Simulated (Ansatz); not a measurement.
Reaction (formal exchange of groups at the Si–B bond): `OB(S)[SiH2]Cl` + `[OH][AlH][Cl]` → `[OH][Al]([Cl])[SiH2]Cl` + `OBS`

Calculated with Ansatz (gas phase, PBE0-D4/def2-TZVP geometries, no zero-point term in ΔE). CCSD(T)/CBS is the MP2 limit (def2-TZVPP, def2-QZVPP) plus CCSD(T) − MP2 in def2-TZVPP, frozen cores. This one scheme is used for every species. DFT in def2-TZVPP. B3LYP here is the variant with VWN-RPA as its local correlation; programs differ in this. Each species was taken in one conformer, which may not be the lowest.

```tsv
level	ΔE (kJ/mol)	difference from CCSD(T)/CBS
PBE-D4	-24.7	-1.1
PBE0-D4	-26.0	-2.4
B3LYP-D4	-22.9	0.7
ωB97M-V	-19.7	3.9
B2PLYP	-24.5	-0.9
PBE	-27.1	-3.5
r2SCAN	-23.3	0.3
PBE0	-28.0	-4.4
B3LYP	-26.9	-3.3
MP2/def2-TZVPP	-20.8	2.8
CCSD/def2-TZVPP	-25.0	-1.4
CCSD(T)/def2-TZVPP	-23.5	0.1
HF/def2-QZVPP	-30.8	-7.2
SCS-MP2/def2-QZVPP	-22.2	1.4
HF/CBS(def2)	-30.8	-7.2
CCSD/CBS(def2)	-25.1	-1.5
CCSD(T)/CBS	-23.6	0
```

Largest T1 diagnostic among the species: 0.013.

In def2-TZVPP, CCSD(T) changes the Hartree–Fock value by +7.2 kJ/mol (the triples alone add +1.5 kJ/mol) and MP2 by +9.9 kJ/mol. The D4 term adds +4.0 kJ/mol with B3LYP and +1.9 kJ/mol with PBE0; it sums over pairs of atoms, weighted by their polarisabilities, and B3LYP, whose exchange is more repulsive, gets the larger term.
